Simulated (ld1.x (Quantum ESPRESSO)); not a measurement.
Mo (Z = 42), TM: configuration errors across variants

molybdenum (Mo), norm-conserving Troullier–Martins (Kleinman–Bylander form), made with ld1.x (Quantum ESPRESSO) 7.5 (PBE, scalar-relativistic). Core [Ar] 3d10, reference 4s2 4p6 4d4 5s0 5p0 (charge +2). Waves: 4p (bound): rc 1.70 bohr; 4d (bound): rc 1.45 bohr; 4s (bound): rc 1.65 bohr. Local part: the s channel. Core correction: none.

All-electron excitation energies from the reference (eV): (1) 4s2 4p6 4d5 5s1 5p0 -22.352; (2) 4s2 4p6 4d5 5s0 5p0 -15.462; (3) 4s2 4p6 4d3 5s0 5p0 26.744; (4) 4s2 4p6 4d5 5s0.5 5p0 -19.625; (5) 4s2 4p6 4d4 5s1 5p0 -14.288; (6) 4s2 4p6 4d5 5s0 5p1 -19.211; (7) 4s2 4p6 4d4 5s2 5p0 -22.153.

Errors AE − PS in meV (a dash: test not solved or not reliable):

```tsv
change	(1)	(2)	(3)	(4)	(5)	(6)	(7)	bound ghosts
base	+730	+16	+27	+424	+1085	+144	+1703	none
all radii scaled by about 0.75 (s 1.24, p 1.28, d 1.08 bohr)	+88	+2.1	+7.0	+51	+134	+28	+209	none
all radii scaled by about 0.85 (s 1.40, p 1.44, d 1.22 bohr)	+213	+4.6	+10.0	+124	+326	+50	+509	none
all radii scaled by about 0.88 (s 1.46, p 1.50, d 1.28 bohr)	+308	+6.5	+13	+179	+469	+67	+734	none
all radii scaled by about 1.04 (s 1.72, p 1.76, d 1.50 bohr)	+855	+19	+31	+496	+1262	+167	+1983	none
all radii scaled by about 1.10 (s 1.82, p 1.88, d 1.60 bohr)	+1153	+27	+42	+668	+1672	+226	+2637	none
all radii scaled by about 1.18 (s 1.94, p 2.00, d 1.70 bohr)	+1715	+44	+64	+990	+2410	+326	+3834	none
all radii scaled by about 1.26 (s 2.08, p 2.14, d 1.84 bohr)	+2379	+66	+92	+1366	+3229	+454	+5192	none
all radii scaled by about 1.30 (s 2.14, p 2.20, d 1.88 bohr)	+2608	+74	+101	+1496	+3500	+499	+5651	none
```

Q: Give the same row for: all radii scaled by about 1.37 (s 2.26, p 2.34, d 1.98 bohr).

A: +3053, +90, +120, +1745, +4012, +580, +6530; bound ghosts: none.
